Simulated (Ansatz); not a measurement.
System: disulfane, H2S2 (charge 0, singlet). SMILES: SS
Geometry: optimised at B3LYP-D3(BJ)/def2-TZVP (Ansatz, a quantum-chemistry and plane-wave program).

Quantity: atomisation energy, in kcal/mol. Set-up: 6-311+G** with 5d, 6d on Na to Ar in Ansatz; LANL2DZ with its own core potentials from Na on; non-relativistic; no spin-orbit coupling; atomisation electronic, to ground-state atoms; six Cartesian d functions in 6-31G* and its kin unless marked 5d; UHF or UKS for open shells; frozen cores in correlated levels. CBS(X,Y): correlation extrapolated as X^-3; Hartree-Fock from the larger set. Ab initio and DFT rows: single points at B3LYP-D3(BJ) geometries (Ansatz).

Coupled cluster (Ansatz) is a level with limits of its own, used here on species with T1 under 0.025 (0.045 for open shells) and stable references: CCSD(T)/CBS(def2-TZVPPD,def2-QZVPPD).

Value to compare with, CCSD(T)/CBS(def2-TZVPPD,def2-QZVPPD) (Ansatz): 242.3 kcal/mol.

```tsv
level	program	atomisation energy (kcal/mol)	difference
HF/STO-3G	Ansatz	186.3	-56.0
HF/3-21G	Ansatz	94.4	-147.9
HF/LANL2DZ	Ansatz	91.1	-151.2
HF/6-31G*	Ansatz	141.5	-100.8
HF/6-311+G**	Ansatz	146.5	-95.8
```

Among the 5 habitual levels, HF/LANL2DZ lies farthest from CCSD(T)/CBS(def2-TZVPPD,def2-QZVPPD) (Ansatz) (-151.2 kcal/mol) and HF/STO-3G nearest (-56.0); 0 of 5 lie above it, and their mean absolute difference is 110.3 kcal/mol, the median 100.8. One case shows no general order.

The sets are all those run for this method; runs whose electronic state is in doubt are left out.
